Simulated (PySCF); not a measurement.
**Electron correlation in Rh³⁺ (rhodium, charge +3)**

[Kr] 4d6, high-spin 5D determinant. Calculation: PySCF 2.14, in def2-QZVPPD with the def2 core potential (28 electrons) (7s5p4d4f2g, 88 functions); scalar relativity through the core potential. Frozen: 4s2 4p6; 6 electrons correlated.

```json
{"level": "CCSD", "correlation energy (mhartree)": "-119.21"}
{"level": "(T)", "correlation energy (mhartree)": "-2.01"}
{"level": "CCSD(T)", "correlation energy (mhartree)": "-121.22"}
```

Diagnostics: T1 = 0.00078, D1 = 0.0013, largest double amplitude 0.020.

Cost of the coupled-cluster step: about 21 core-seconds, for 6 correlated electrons.

Iterations:

```
CC2 = 0
CCSD nocc = (np.int64(5), np.int64(1)), nmo = (84, 84)
frozen orbitals [[0, 1, 2, 3], [0, 1, 2, 3]]
max_cycle = 100
direct = 0
conv_tol = 1e-08
conv_tol_normt = 1e-06
diis_space = 8
diis_start_cycle = 0
Init t2, MP2 energy = -0.113378539837635
Init E_corr(UCCSD) = -0.113378539838681
cycle = 1  E_corr(UCCSD) = -0.118622201522884  dE = -0.00524366168  norm(t1,t2) = 0.0111823
cycle = 2  E_corr(UCCSD) = -0.119067758983346  dE = -0.00044555746  norm(t1,t2) = 0.00357926
cycle = 3  E_corr(UCCSD) = -0.119224326016231  dE = -0.000156567033  norm(t1,t2) = 0.00194054
cycle = 4  E_corr(UCCSD) = -0.119203324238662  dE = 2.10017776e-05  norm(t1,t2) = 0.000545255
cycle = 5  E_corr(UCCSD) = -0.119207898084382  dE = -4.57384572e-06  norm(t1,t2) = 0.000149342
cycle = 6  E_corr(UCCSD) = -0.119207923783777  dE = -2.56993947e-08  norm(t1,t2) = 3.79292e-05
cycle = 7  E_corr(UCCSD) = -0.119207705449041  dE = 2.18334736e-07  norm(t1,t2) = 1.17924e-05
cycle = 8  E_corr(UCCSD) = -0.119207749581529  dE = -4.41324884e-08  norm(t1,t2) = 4.47361e-06
cycle = 9  E_corr(UCCSD) = -0.119207755971939  dE = -6.3904098e-09  norm(t1,t2) = 1.32687e-06
cycle = 10  E_corr(UCCSD) = -0.119207753863035  dE = 2.10890432e-09  norm(t1,t2) = 3.66825e-07
UCCSD converged
E(UCCSD) = -107.9588147107777  E_corr = -0.1192077538630347
UCCSD(T) correction = -0.00201142587442735
```
